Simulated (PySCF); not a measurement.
Gas-phase reaction: Na2Br2 → Na2 + Br2

Method: PySCF energies plus ideal-gas RRHO corrections (1 bar). † marks an energy on the PBE0/def2-TZVP geometry and frequencies. All species are closed-shell singlets. Br: all electrons, no relativistic terms.

LDA/def2-TZVP† gives ΔH°(298 K) = 597 kJ.

### Question
What do PBE0/def2-SVP†, PBE0/def2-QZVP†, r2SCAN/def2-TZVP† give?

### Answer
PBE0/def2-SVP†: 636 kJ; PBE0/def2-QZVP†: 611 kJ; r2SCAN/def2-TZVP†: 656 kJ. For scale, ΔH°(298 K) is 597 kJ at this level, 644 kJ at ωB97M-V/def2-TZVP†, and runs from 524 to 688 kJ over the 20 levels computed.
